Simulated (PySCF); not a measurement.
A structure optimised at PBE0-D3(BJ)/def2-TZVP, used in a PySCF frequency run:

```
S
H 1 1.3524
Zn 1 2.1471 2 91.32
```
Charge +1, spin multiplicity 1.

### Question
Write its SMILES, formula and point group.

### Answer
[SH][Zn+], HSZn, Cs

### Question
What are its rotational constants (standard atomic weights)?

### Answer
283.26, 4.9853, 4.8991 GHz
